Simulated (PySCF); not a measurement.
Mg(NH2)2 (H4MgN2), SMILES [NH2][Mg][NH2]. Geometry optimised at B3LYP-D3(BJ)/def2-TZVP. Other conformers were not sampled.

Calculation: B3LYP-D3(BJ)/def2-TZVP run with PySCF.

Harmonic wavenumbers (cm⁻¹): 139, 139, 179, 298, 298, 535, 535, 550, 810, 1561, 1564, 3542, 3542, 3617, 3617. Rotational constants (GHz): 189.5, 3.999, 3.999; symmetry number 4.

Question: Work out the zero-point energy and the ideal-gas rigid-rotor harmonic-oscillator thermochemistry at 298.15 K and 1 atm.

Answer: ZPE = ½ Σ hcν = ½ × 20926 cm⁻¹ = 29.91 kcal/mol. H − E(el) = 34.44 kcal/mol. Entropy in cal/(mol K): translation 38.01, rotation 19.43, vibration 12.75, total 70.20. G − E(el) = 13.51 kcal/mol. Cp = 21.24 cal/(mol K). Modes under 150 cm⁻¹ make the vibrational entropy uncertain.
